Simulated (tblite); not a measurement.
A geometry optimisation, step by step.

Compound: BF2H6NSi2.
Bonds: F1–B2, B2–F3, B2–Si4, Si4–N5, N5–Si6. Hydrogens: H7, H8 on Si4; H9 on N5; H10, H11, H12 on Si6.

Computed with GFN2-xTB (tblite), gas phase: L-BFGS steps from a force-field or distance-geometry start until the largest atomic force falls under 0.01 eV/Å. 7 of its 96 geometries are shown.

Step 0: E = -550.3402 eV, largest atomic force 3.506 eV/Å
```
atom  x, y, z in Å  |  force x, y, z in eV/Å
F1     -1.321    1.208    1.596   -1.407  -0.426  -3.183
B2     -1.665    0.776    0.256    0.812   3.221   0.523
F3     -1.963    1.816   -0.691    0.483  -2.103   2.671
Si4    -0.928   -0.937   -0.316    0.211  -0.431   0.006
N5      0.681   -0.636   -1.040   -0.113  -0.709   1.330
Si6     1.507    0.441    0.132   -0.259  -0.057  -0.069
H7     -1.834   -1.642   -1.212    0.191  -0.280  -0.217
H8     -0.632   -1.697    0.936   -0.307  -0.132  -0.359
H9      1.153   -1.561   -1.120   -0.333   1.087  -0.202
H10     2.914    0.120    0.313    0.052  -0.106  -0.211
H11     1.251    1.802   -0.331    0.073  -0.076  -0.150
H12     0.837    0.308    1.450    0.598   0.012  -0.140
```

Step 16: E = -551.5424 eV, largest atomic force 0.334 eV/Å
```
atom  x, y, z in Å  |  force x, y, z in eV/Å
F1     -1.630    1.315    1.466    0.001  -0.094   0.265
B2     -1.668    0.828    0.240    0.102  -0.186   0.010
F3     -2.007    1.784   -0.602   -0.067  -0.053  -0.298
Si4    -1.023   -1.011   -0.208    0.010   0.274  -0.035
N5      0.639   -0.701   -0.606    0.157  -0.001   0.036
Si6     1.631    0.473    0.213    0.032  -0.104  -0.113
H7     -1.579   -1.732   -1.340   -0.132   0.000  -0.307
H8     -1.113   -1.982    0.885    0.000  -0.045   0.238
H9      1.104   -1.277   -1.294   -0.196   0.041   0.201
H10     3.019    0.061    0.015   -0.001   0.003  -0.010
H11     1.357    1.758   -0.427    0.048   0.142   0.050
H12     1.270    0.482    1.631    0.044   0.023  -0.037
```

Step 32: E = -551.5973 eV, largest atomic force 0.158 eV/Å
```
atom  x, y, z in Å  |  force x, y, z in eV/Å
F1     -1.753    1.284    1.477   -0.024   0.048   0.000
B2     -1.712    0.798    0.249   -0.026  -0.063   0.018
F3     -2.074    1.700   -0.647   -0.005   0.002   0.044
Si4    -1.040   -1.008   -0.195    0.047   0.050  -0.037
N5      0.642   -0.705   -0.513    0.038  -0.030  -0.071
Si6     1.685    0.492    0.195    0.027  -0.120  -0.026
H7     -1.581   -1.598   -1.426   -0.004  -0.032  -0.016
H8     -1.178   -2.018    0.873   -0.010   0.034  -0.038
H9      1.092   -1.328   -1.167   -0.073   0.018   0.096
H10     3.035    0.038   -0.109    0.113  -0.032  -0.003
H11     1.464    1.810   -0.392   -0.080   0.115  -0.073
H12     1.422    0.534    1.628   -0.002   0.011   0.106
```

Step 48: E = -551.6144 eV, largest atomic force 0.096 eV/Å
```
atom  x, y, z in Å  |  force x, y, z in eV/Å
F1     -1.909    1.263    1.500    0.021  -0.015   0.017
B2     -1.779    0.810    0.266   -0.009   0.005  -0.009
F3     -2.211    1.693   -0.617   -0.002   0.024  -0.004
Si4    -1.029   -0.949   -0.227   -0.002  -0.034   0.011
N5      0.670   -0.702   -0.493   -0.036   0.052   0.072
Si6     1.753    0.484    0.174    0.018   0.014   0.005
H7     -1.554   -1.498   -1.486    0.002  -0.009  -0.018
H8     -1.219   -2.006    0.788   -0.015   0.040  -0.009
H9      1.121   -1.469   -0.960    0.063  -0.056  -0.036
H10     3.095    0.028   -0.181    0.004   0.007  -0.035
H11     1.450    1.790   -0.421   -0.015  -0.028   0.005
H12     1.614    0.557    1.631   -0.028  -0.001   0.000
```

Step 63: E = -551.6188 eV, largest atomic force 0.030 eV/Å
```
atom  x, y, z in Å  |  force x, y, z in eV/Å
F1     -1.886    1.234    1.508    0.016   0.002  -0.019
B2     -1.772    0.818    0.258    0.005  -0.002  -0.001
F3     -2.225    1.723   -0.592    0.014  -0.009   0.003
Si4    -1.028   -0.942   -0.247   -0.012   0.003  -0.027
N5      0.684   -0.734   -0.459   -0.016   0.014   0.015
Si6     1.754    0.484    0.171   -0.001   0.001   0.004
H7     -1.514   -1.500   -1.519   -0.012   0.019  -0.001
H8     -1.285   -1.976    0.773    0.010  -0.025   0.014
H9      1.141   -1.517   -0.898    0.009   0.016   0.020
H10     3.095    0.064   -0.232    0.001   0.001  -0.001
H11     1.403    1.780   -0.416   -0.024  -0.005  -0.018
H12     1.634    0.565    1.628    0.010  -0.014   0.011
```

Step 79: E = -551.6279 eV, largest atomic force 0.077 eV/Å
```
atom  x, y, z in Å  |  force x, y, z in eV/Å
F1     -1.712    1.241    1.498   -0.001   0.006  -0.014
B2     -1.710    0.822    0.245    0.004   0.012  -0.014
F3     -2.170    1.750   -0.576   -0.008  -0.004   0.006
Si4    -1.050   -0.955   -0.309   -0.020   0.000   0.011
N5      0.680   -0.801   -0.332   -0.021   0.051   0.016
Si6     1.712    0.506    0.170    0.024  -0.013  -0.003
H7     -1.479   -1.416   -1.641    0.026   0.027   0.003
H8     -1.418   -2.037    0.622    0.005  -0.020   0.018
H9      1.168   -1.653   -0.552    0.029  -0.065  -0.030
H10     3.026    0.217   -0.401    0.014  -0.020  -0.013
H11     1.157    1.742   -0.382   -0.037   0.019   0.009
H12     1.797    0.585    1.631   -0.015   0.005   0.011
```

Step 95: E = -551.6295 eV, largest atomic force 0.009 eV/Å
```
atom  x, y, z in Å  |  force x, y, z in eV/Å
F1     -1.699    1.263    1.492    0.004   0.000  -0.007
B2     -1.706    0.825    0.244    0.000   0.005  -0.008
F3     -2.178    1.740   -0.585   -0.007  -0.003   0.004
Si4    -1.048   -0.955   -0.302    0.002   0.002   0.001
N5      0.684   -0.813   -0.314   -0.003   0.003   0.003
Si6     1.710    0.502    0.172    0.003   0.003  -0.008
H7     -1.456   -1.387   -1.650   -0.004  -0.004   0.003
H8     -1.424   -2.048    0.614   -0.002  -0.001   0.000
H9      1.170   -1.665   -0.543   -0.002   0.000   0.000
H10     3.015    0.220   -0.424    0.008   0.004   0.000
H11     1.119    1.730   -0.363    0.001  -0.001   0.008
H12     1.812    0.587    1.632    0.001  -0.006   0.004
```

**Question.** Summarise the path.

**Answer.** The energy falls by 1.2892 eV from step 0 to step 95; nine tenths of that is first reached at step 13. It never rises by more than 0.2 meV. The largest force goes from 3.506 to 0.009 eV/Å. Among the bonds F1–B2 changes most, from 1.449 to 1.322 Å; the atoms move by 0.583 Å rms after alignment.

What follows is the cost of the whole relaxation. The run took 0.86 s on one thread, Arm Neoverse N1 (aarch64) (shared host).
